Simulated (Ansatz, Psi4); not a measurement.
Intermolecular potential of HCl3Ge ··· HCl (SMILES [Cl][GeH]([Cl])[Cl] and Cl). Monomers: optimised at B3LYP-D3(BJ) (def2-TZVP), held rigid. Orientation: lowest of the rigid-body minima from ten starts at GFN2-xTB. The monomers approach along the line of their centres of mass (distance R); nothing else relaxes.

Levels of theory: SAPT0/jun-cc-pVDZ, frozen core (Psi4); PBE/def2-TZVP, counterpoise-corrected (Psi4); PBE0/def2-TZVP, counterpoise-corrected (Psi4); MP2/aug-cc-pVTZ = DF-MP2/aug-cc-pVTZ, frozen core, counterpoise-corrected (Psi4); wB97M-V/def2-TZVP, counterpoise-corrected (Psi4); CCSD(T)/aug-cc-pVDZ = CCSD(T) on RHF/aug-cc-pVDZ, cores with 3d frozen, counterpoise-corrected (Ansatz, a program for electronic structure).

Cost and agreement with CCSD(T)/aug-cc-pVDZ over the 11 points of the scan, with CCSD(T)/aug-cc-pVDZ as yardstick. Costs are rough ratios of core time within Psi4 on shared cores, each with its mean field (Kohn-Sham runs search longer for lower solutions than correlated ones do); the miss is the largest difference from CCSD(T) of the interaction energy, in kJ/mol.

### Question
Which is the cheapest of these levels that stays within 10 kJ/mol of CCSD(T)/aug-cc-pVDZ?

### Answer
SAPT0/jun-cc-pVDZ.

```json
[
 {"level": "SAPT0/jun-cc-pVDZ", "relative cost": "1", "largest difference": "3.84"},
 {"level": "PBE/def2-TZVP", "relative cost": "1", "largest difference": "10.12"},
 {"level": "PBE0/def2-TZVP", "relative cost": "1", "largest difference": "10.82"},
 {"level": "MP2/aug-cc-pVTZ", "relative cost": "3", "largest difference": "19.26"},
 {"level": "wB97M-V/def2-TZVP", "relative cost": "10", "largest difference": "18.99"}
]
```

Costs within a factor of two of each other count as equal.
